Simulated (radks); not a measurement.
Problem. Coherent X-ray form factor from a spherical all-electron density. Calculated with a radial shooting solver on a logarithmic mesh with Libxc functionals: scalar-relativistic Kohn-Sham, BLYP, spin-polarised, spherical densities, finite nucleus; Fermi nuclear charge, rms radius of each element as measured or else 0.836 A^(1/3) + 0.57 fm.

sin(theta)/lambda (1/angstrom)  f0 (electrons)
0.05                                    28.948
0.1                                     28.794
0.15                                    28.541
0.2                                     28.194
0.25                                    27.758
0.3                                     27.243
0.4                                     26.010
0.5                                     24.571
0.6                                     23.001
0.8                                     19.731
1                                       16.598
1.25                                    13.198
1.5                                     10.526
2                                        7.233

The species is in the configuration that NIST lists as its ground one. Which atom or ion scatters so?

Solution. The tin ion Sn21+, [Ar] 3d10 4s1. Extrapolating in s^2 from the first two rows gives f0(0) = 29.0, near the electron count 29; among species with that count, the fall with angle is slower the higher Z, and the table is that of Z = 50; from so few rows the species is fixed only to a neighbour or two.
